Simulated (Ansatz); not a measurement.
A series at Ge: from `[GeH3][GeH2][SiH2][GeH2][GeH3]`, ligands are replaced one by one, each step taking up H₂ and setting free GeH₄; n counts the steps. Ansatz, PBE0-D4/def2-TZVP geometries. Each molecule was computed in one conformer, which needn't be the lowest.

CBS adds triple-zeta CCSD(T) − MP2 to the MP2 limit, frozen cores; atoms without spin–orbit coupling. Outer-core shells of Ge are correlated without core-valence functions. Scalar relativity is left out up to krypton. Spin–orbit coupling is left out.

| n | molecule | atomization energy, CCSD(T)/CBS (kJ/mol) |
| --- | --- | --- |
| 0 | `[GeH3][GeH2][SiH2][GeH2][GeH3]` | 4571.6 |
| 1 | `[GeH3][SiH2][GeH2][GeH3]` | ? |
| 2 | `[GeH3][SiH2][GeH3]` | 2946.4 |
| 3 | `[SiH3][GeH3]` | 2151.3 |
| 4 | SiH₄ | 1362.7 |

Problem. By hand: fit a straight line y = ȳ + b (n − n̄) to the 4 given rows and predict n = 1.

Solution. n̄ = 2.250, ȳ = 2758.00; Σ(n − n̄)(y − ȳ) = -7024.50, Σ(n − n̄)² = 8.750, so b = -802.80 kJ/mol a step. Prediction: 2758.00 + (-802.80) × (-1.250) = 3761.5 kJ/mol.

Problem. By hand: compare with the computed value, 3758.0 kJ/mol, and give the steps along the whole series.

Solution. The line misses by -3.5 kJ/mol (computed minus predicted). Steps: -813.6, -811.6, -795.1, -788.6 kJ/mol.

The steps differ by up to 25.0 kJ/mol, small against a whole step but well beyond the method's doubt, so the ligands' effects don't simply add. The miss is 0.1 % of the series' range. The energies themselves are unsure by some kJ/mol a bond, though much of that is common to the series.
